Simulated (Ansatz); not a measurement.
Caution, from a PySCF single point (PBE0-D3(BJ)/def2-TZVPD) at this geometry: the highest occupied level lies above zero, so the state may not be bound. This triplet lies 0.21 eV below the relaxed singlet at the level B3LYP/aug-cc-pVTZ // PBE0-D3(BJ)/def2-TZVPD (Ansatz, a first-principles code).

Species: C2H6BSi, SMILES `C=C[B-][SiH3]` (lower triplet; C–C–B–Si torsion 180°) (charge -1, multiplicity 3).

### Question
Give a relaxed geometry from PBE0-D3(BJ)/def2-TZVPD run with Ansatz.

### Answer
This is not unique; one that fits is the end point of this relaxation, one of several conformers (outside a Z-matrix the atoms follow the SMILES, hydrogens last).
Z-matrix (Å, degrees):
```
B
C 1 1.4964
C 2 1.3723 1 129.57
H 3 1.0873 2 121.07 1 0.34
H 3 1.0881 4 116.79 2 -179.97
H 2 1.1001 3 113.97 4 -179.58
Si 1 1.9407 2 139.68 6 -0.02
H 7 1.5115 1 115.30 2 -121.12
H 7 1.5115 8 101.55 1 125.40
H 7 1.5240 8 101.87 9 104.92
```
